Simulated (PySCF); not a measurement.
# Electron correlation in Zn+ (zinc, charge +1)

[Ar] 3d10 4s1, 2S determinant. Computed with PySCF 2.14 in def2-SVP (5s3p2d1f, 31 functions), with no relativity, point nucleus. Frozen: [Ar]; 11 electrons correlated.

MP2 pair energies summed by pair of shells (mhartree):

```
 pair   energy  share (%)
3d-3d  -250.61       96.9
3d-4s    -8.07        3.1
```

Total MP2 correlation energy: -258.68 mhartree.

Same-spin part -99.33 and opposite-spin part -159.36 mhartree; SCS-MP2 scales them by 1/3 and 6/5 to -224.34 mhartree.

| level | correlation energy (mhartree) |
| --- | --- |
| CCSD | -239.12 |
| (T) | -6.13 |
| CCSD(T) | -245.25 |

Diagnostics: T1 = 0.0065, D1 = 0.0101, largest double amplitude 0.029.

Cost of the coupled-cluster step: 0.17 s of wall time on 1 thread of AMD EPYC 9R45 96-Core Processor (shared host), for 11 correlated electrons.
